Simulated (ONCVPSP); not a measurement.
Mn: one change to an ONCV potential, before and after

manganese (Mn), optimised norm-conserving Vanderbilt (ONCV), made with ONCVPSP 4.0.1 (PBEsol, scalar-relativistic). Core [Ne], reference 3s2 3p6 3d5 4s2. Waves: 3s+4s: rc 1.20 bohr, ncon 4, nbas 7, qcut 11.9 1/bohr, 3 projectors, debl 0.3 Ha; 3p: rc 1.15 bohr, ncon 4, nbas 7, qcut 14.8 1/bohr, 3 projectors, debl 3.5 Ha; 3d: rc 1.15 bohr, ncon 4, nbas 9, qcut 15.1 1/bohr, local. Local part: the d channel. Core correction: none.

Change: all radii scaled by about 1.07 (s 1.28, p 1.24, d 1.24 bohr).

Cutoffs: the cutoffs (Ha) at which the residual kinetic energy of the hardest occupied pseudo-wave falls to 1 and 0.1 mHa per electron; they do not see the model core or the augmentation charge, which bear on the density cutoff. Errors are all-electron minus pseudo energies relative to the spin-unpolarised reference configuration.

What does the change do?

The potential gets neither clearly harder nor softer (76 Ha and 88 Ha → 72 Ha and 83 Ha); of the 4 tests that both files solve, the error grows in 2 and shrinks in 0 by more than 15 % and 0.3 meV (median size 1.5 → 1.6 meV); neither file shows a bound ghost.

| quantity | base | changed |
| --- | --- | --- |
| cutoff, loose | 76 Ha | 72 Ha |
| cutoff, tight | 88 Ha | 83 Ha |
| loose cutoff by channel | s 44 Ha, p 51 Ha, d 76 Ha | s 42 Ha, p 48 Ha, d 72 Ha |
| bound ghosts | none | none |
| GHOST(+) flags under 300 eV | none | none |
| error for 3s2 3p6 3d5 4s1, meV [ΔE 8.43 eV] | -0.3 | -0.2 |
| error for 3s2 3p6 3d5 4s0, meV [ΔE 23.94 eV] | +0.1 | +0.4 |
| error for 3s2 3p6 3d4 4s0, meV [ΔE 56.42 eV] | -9.6 | -12 |
| error for 3s2 3p6 3d4 4s2 4p1, meV [ΔE 7.83 eV] | +2.8 | +2.8 |
